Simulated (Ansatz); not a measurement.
B9P9H24⁺, a nanocrystal cut from wurtzite BP (hydrogen-capped). Total charge 1; doublet. Geometry PBE-D4/def2-SVP, that of the neutral singlet.

Cartesian coordinates in Å:
```
B -2.526 -1.150 2.728
P -3.539 -0.375 1.234
P -0.654 -0.999 2.169
B -0.285 -2.039 0.550
B -2.473 0.281 -0.267
P -1.364 -1.213 -0.903
P 1.587 -1.900 -0.008
B 1.951 -2.951 -1.621
B -0.262 -0.608 -2.415
P 0.822 -2.124 -2.999
B -0.106 0.868 1.943
P -1.191 1.592 0.442
P 1.768 1.028 1.395
B 2.119 -0.026 -0.218
B -0.084 2.281 -1.030
P 0.955 0.729 -1.644
B 2.314 2.897 1.182
P 1.172 3.569 -0.269
H -2.839 -2.327 2.840
H -2.723 -0.469 3.725
H -4.517 -1.276 0.712
H -4.402 0.685 1.651
H 0.153 -1.549 3.213
H -0.615 -3.206 0.694
H -3.149 0.753 -1.166
H -2.261 -2.200 -1.418
H 2.381 -2.444 1.049
H 1.584 -4.107 -1.461
H 3.122 -2.825 -1.951
H -0.946 -0.132 -3.306
H -0.050 -3.066 -3.628
H 1.572 -1.707 -4.142
H -0.323 1.515 2.957
H -1.959 2.695 0.929
H 2.560 0.464 2.443
H 3.291 0.062 -0.554
H -0.768 2.747 -1.926
H 1.789 1.190 -2.711
H 2.061 3.529 2.198
H 3.480 2.956 0.817
H 0.429 4.728 0.113
H 1.929 4.126 -1.346
```

Single mean-field runs in def2-TZVP are fitted with def2-universal-jkfit. At PBE-D4/def2-TZVP an occupied level of the charge 1 doublet lies above an empty one (by up to 0.04 eV), so this SCF solution is probably not the lowest. At PBE-D4/def2-TZVP the gap within one spin of the charge 1 doublet nearly closes, so an electron or hole may be smeared out by delocalisation error.

**Question.** Estimate the α-spin orbital energies around the gap (eV) in Ansatz with PBE-D4/def2-TZVP, PBE0-D4/def2-TZVP.

**Answer.** 
```
orbital  PBE-D4/def2-TZVP  PBE0-D4/def2-TZVP
 HOMO−5            -10.41             -11.56
 HOMO−4            -10.34             -11.48
 HOMO−3            -10.14             -11.33
 HOMO−2            -10.07             -11.17
 HOMO−1             -9.70             -10.81
   HOMO             -9.50             -10.55
   LUMO             -5.13              -4.33
 LUMO+1             -4.78              -3.95
 LUMO+2             -4.71              -3.86
 LUMO+3             -4.32              -3.51
 LUMO+4             -4.28              -3.44
 LUMO+5             -4.09              -3.25
 β HOMO             -9.45             -10.46
 β LUMO             -9.49              -9.38
```
